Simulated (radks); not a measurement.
Values are calculated unless marked as measured or tabulated.
Numerical settings for the carbon ion C+, [He] 2s2 2p1. Level of theory: scalar-relativistic Kohn-Sham, LDA (Slater exchange, Perdew-Wang correlation), spin-polarised, spherical densities, point nucleus; open shells are filled with parallel spins first (a radial shooting solver on a logarithmic mesh with Libxc functionals). The defaults (mesh step 0.008 in ln r, mesh end at 40 bohr or more with all orbitals vanishing there, Anderson mixing 0.5 over 9 steps, residual threshold near 1e-9 with the energy settled to 1e-9 hartree or 1e-11 of itself, here a cap of 55 iterations) give E = -37.0523 hartree and 2p at -17.819 eV in 13 iterations. Run on one thread of a shared host, so times are rough (Intel(R) Xeon(R) Platinum 8488C): 0.11 s of CPU time, 0.11 s wall, 13 iterations on 2476 mesh points. Changes against that run (0 stands for a change within the tolerance of the run):

setting	iterations	converged	E (mhartree)	e(2p) (meV)	CPU (s)
mesh step in ln r 0.03	13	yes	0	0	0.03
mesh step in ln r 0.2	55	no	-2.34e+05	-	0.12
mesh step in ln r 0.08	22	no	diverged	-	0.04
mesh end (bohr) 2	12	level above zero	+1.62e+03	+2.29e+04	0.08
mesh end (bohr) 1	13	level above zero	+2.01e+04	+1.68e+05	0.08
residual threshold 0.01	8	yes	0	-0.0584	0.08
residual threshold 0.1	8	yes	0	-0.0584	0.09
mixing 2.5	14	yes	0	0	0.13
linear mixing, mixing 0.05	55	no	+0.0412	-478	0.43
linear mixing, mixing 0.8	14	yes	0	0	0.12
mixing history 2	20	yes	0	0	0.16
iteration cap 3	3	no	+0.0737	-243	0.03

Settled on a wrong energy, with an occupied level pushed above zero by the early mesh end: mesh end (bohr) 2 (+1.62 hartree); mesh end (bohr) 1 (+20.1 hartree). Apart from these: no run marked as converged misses the energy by more than 1 mhartree. A mesh that ends early acts as a hard wall.
